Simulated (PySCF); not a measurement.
## Frontier levels across methods

Compound: (SiH3)2PPF2, F2H6P2Si2.
Z-matrix (Å and degrees, PBE0-D3(BJ)/def2-SVP geometry), rows numbered from 1:
```
F 
P   1  1.6109
F   2  1.6209  1   97.72
P   2  2.2399  1   98.04  3    98.79
Si  4  2.2685  2   96.01  1  -143.16
Si  4  2.2709  2   95.27  1   120.83
H   5  1.4943  4  112.13  2   -31.10
H   5  1.4942  4  105.87  2  -149.76
H   5  1.4885  4  109.51  2    91.60
H   6  1.4913  4  107.18  2   179.53
H   6  1.4962  4  112.79  2    59.07
H   6  1.4930  4  108.31  2   -61.79
```

Basis pcSseg-1 throughout (PySCF), one geometry. The structure is a single PBE0-D3(BJ)/def2-SVP conformer in the gas phase; no vibrational or solvent corrections.

Question: How do the orbital energies, the gap and the dipole change with the method?

Answer: 
| method | kind | HOMO (eV) | LUMO (eV) | gap (eV) | μ (D) | SCF cycles |
| --- | --- | --- | --- | --- | --- | --- |
| BLYP | GGA | -6.05 | -1.73 | 4.32 | 1.90 | 15 |
| PBE | GGA | -6.22 | -1.92 | 4.30 | 1.94 | 14 |
| OPBE | GGA | -6.23 | -1.82 | 4.41 | 1.98 | 15 |
| BP86 | GGA | -6.33 | -2.02 | 4.31 | 1.96 | 14 |
| LDA | LDA | -6.33 | -2.16 | 4.17 | 2.08 | 14 |
| HF | Hartree–Fock | -9.83 | 2.40 | 12.22 | 2.68 | 10 |

The HOMO spans 3.78 eV, from BLYP down to HF, and the gap runs from 4.17 eV (LDA) to 12.22 eV (HF). The dipole ranges from 1.90 D (BLYP) to 2.68 D (HF). This basis has no diffuse functions.
